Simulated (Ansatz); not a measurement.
`CBC(C)C` and `CC(C)[Si]N` differ in one atom or group.

Ansatz, PBE0-D4/def2-TZVP geometries, multiplicity 1. Each molecule was computed in one conformer, which needn't be the lowest.

```tsv
property	`CBC(C)C`
HOMO energy (ωB97M-V/def2-TZVPP) / eV	-10.35
ideal-gas entropy at 298 K and 1 bar (rigid rotor, harmonic PBE0-D4/def2-TZVP) / J/(mol·K)	361
HOMO energy (PBE/def2-TZVPP) / eV	-6.72
LUMO energy (PBE0/def2-TZVPP) / eV	-0.71
HOMO energy (PBE0/def2-TZVPP) / eV	-8.05
HOMO–LUMO gap (PBE0/def2-TZVPP) / eV	7.34
```

Question: Give the same properties after the change, and the shifts. (An estimate is asked.)

Answer: Computed: 
| property | `CC(C)[Si]N` | shift |
| --- | --- | --- |
| HOMO energy (ωB97M-V/def2-TZVPP) / eV | -7.96 | 2.39 |
| ideal-gas entropy at 298 K and 1 bar (rigid rotor, harmonic PBE0-D4/def2-TZVP) / J/(mol·K) | 349 | -12 |
| HOMO energy (PBE/def2-TZVPP) / eV | -4.83 | 1.89 |
| LUMO energy (PBE0/def2-TZVPP) / eV | -1.06 | -0.35 |
| HOMO energy (PBE0/def2-TZVPP) / eV | -5.87 | 2.18 |
| HOMO–LUMO gap (PBE0/def2-TZVPP) / eV | 4.81 | -2.53 |

With PBE0 the HOMO rises by 2.18 eV and the LUMO falls by 0.35 eV, so the gap narrows by about 2.53 eV. PBE moves the HOMO by 1.89 eV and ωB97M-V by 2.39 eV. The zero-point energy changes by -56.8 kJ/mol with -6 modes. Modes under 60 cm⁻¹, often nearly free rotors, make the harmonic entropy too high.
